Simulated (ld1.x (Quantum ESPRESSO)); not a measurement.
# Plane-wave convergence, TM potential for Sn

| Item | Value |
| --- | --- |
| Element | tin (Sn) |
| Generator | ld1.x (Quantum ESPRESSO) 7.5 |
| Type | norm-conserving Troullier–Martins (Kleinman–Bylander form) |
| Functional | PBE |
| Relativity | scalar-relativistic |
| Frozen core | [Kr] 4d10 |
| Valence charge | 4 |
| Reference configuration | 5s2 5p2 |
| Partial waves | 5p (bound): rc 2.00 bohr; 5s (bound): rc 2.10 bohr |
| Local potential | the s channel |
| Core correction | a·sin(br)/r model core, default radius (core density twice the valence density) |

The pseudo-atom Hamiltonian at the reference potential is diagonalised in spherical Bessel functions j_l(qr) that vanish at 20 bohr, with q² up to the cutoff. All-electron valence levels (Ry): 5p -0.2715, 5s -0.7753.

How do the lowest levels (Ry) of each channel move with the cutoff, and are there ghosts?

| cutoff (Ry) | p #1 | p #2 | s #1 | d #1 | d #2 | f #1 | Σ f·Δε (mRy) |
| --- | --- | --- | --- | --- | --- | --- | --- |
| 8 | -0.2665 | 0.0227 | -0.7592 | 0.0412 | 0.1129 | 0.1045 | 42.2 |
| 12 | -0.2682 | 0.0225 | -0.7679 | 0.0411 | 0.1127 | 0.1045 | 21.4 |
| 18 | -0.2691 | 0.0224 | -0.7704 | 0.0410 | 0.1123 | 0.1045 | 14.8 |
| 30 | -0.2712 | 0.0223 | -0.7750 | 0.0409 | 0.1122 | 0.1045 | 1.3 |
| 40 | -0.2713 | 0.0223 | -0.7751 | 0.0409 | 0.1122 | 0.1045 | 0.9 |
| 50 | -0.2715 | 0.0223 | -0.7753 | 0.0409 | 0.1122 | 0.1045 | 0.2 |
| 400 | -0.2715 | 0.0222 | -0.7753 | 0.0409 | 0.1122 | 0.1045 | 0.0 |

Result: no extra level below or beside the all-electron valence levels (p, s, d, f tested); 10 mRy is reached at 21 Ry and 1 mRy at 40 Ry.

Its largest configuration-test error is -337 meV.
